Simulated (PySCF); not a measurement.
A species of formula C6H12S has this rotational fingerprint, computed with PBE0/def2-SVPD in PySCF (dipole) on a GFN2-xTB geometry, gas phase:

| Quantity | Value |
| --- | --- |
| Rotational constants | A = 4285, B = 1416, C = 1143 MHz |
| Dipole components | \|μa\| = 1.83 D, \|μb\| = 0.63 D, \|μc\| = 0.64 D |
| Inertial defect | -32.46 u·Å² |
| κ | -0.83 |

Task: Which structure is it? (One computed conformer of each.)
A. `[SH:1][CH:2]1[CH2:3][CH2:4][CH2:5][CH2:6][CH2:7]1` with H–S1–C2–C3 178°, S1–C2–C3–C4 180°, C2–C3–C4–C5 -58°, C3–C4–C5–C6 57°, C4–C5–C6–C7 -57°
B. `[CH3:1][CH:2]([CH3:3])[S:4][CH:5]1[CH2:6][CH2:7]1` with C1–C2–S4–C5 80°, C2–S4–C5–C6 73°
C. `[CH3:1][S:2][CH2:3][CH2:4][CH:5]1[CH2:6][CH2:7]1` with C1–S2–C3–C4 -72°, S2–C3–C4–C5 -177°, C3–C4–C5–C6 -155°

Result: A. It is SC1CCCCC1, an asymmetric top. The candidates at the same level (rigid rotor, commonest isotopes):

```tsv
SMILES	A (MHz)	B (MHz)	C (MHz)	μa (D)	μb (D)	μc (D)	Δ (u·Å²)	point group	rotor
CSCCC1CC1	5467	891.3	848.8	1.39	1.07	0.35	-64.08	C1	near-prolate asymmetric top
CC(C)SC1CC1	4239	1233	1177	0.09	1.40	1.08	-99.74	C1	near-prolate asymmetric top
SC1CCCCC1	4285	1416	1143	1.83	0.63	0.64	-32.46	–	asymmetric top
```

`CSCCC1CC1` has B 37 % too low; `CC(C)SC1CC1` has B 13 % too low. No structure here is proved a minimum.
